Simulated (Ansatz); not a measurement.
(ZrO2)n: revPBE-D4/def2-TZVP single points in Ansatz on relaxed structures, gas phase. Each cluster is the lowest isomer that a short search found in that spin, judged at the geometry's level, and lower ones may exist. Core potentials for Zr, no spin–orbit coupling. Singlets are spin-restricted. The structures are stationary points that may keep the symmetry of their start.

```json
{"species": "ZrO2", "atoms": "3", "state": "singlet", "geometry": "PBE0-D4/def2-TZVP", "HOMO (eV)": "-5.21", "LUMO (eV)": "-3.46", "gap (eV)": "1.75", "lowest of the spins relaxed": "singlet, of singlet/triplet/quintet", "point group (within 0.1 Å)": "C2v"}
{"species": "Zr3O6", "atoms": "9", "state": "singlet", "geometry": "PBE-D4/def2-SVP", "HOMO (eV)": "-5.62", "LUMO (eV)": "-4.03", "gap (eV)": "1.59", "lowest of the spins relaxed": "singlet, of singlet/triplet/quintet", "point group (within 0.1 Å)": "Cs"}
```

(1) Estimate the rows for Zr4O8 (singlet, PBE-D4/def2-SVP geometry).

(1) 
| species | atoms | state | geometry | HOMO (eV) | LUMO (eV) | gap (eV) | lowest of the spins relaxed | point group (within 0.1 Å) |
| --- | --- | --- | --- | --- | --- | --- | --- | --- |
| Zr4O8 | 12 | singlet | PBE-D4/def2-SVP | -5.69 | -2.98 | 2.71 | singlet, of singlet/triplet/quintet | Cs |

The gap (eV) runs from 1.59 (Zr3O6) to 2.71 (Zr4O8).
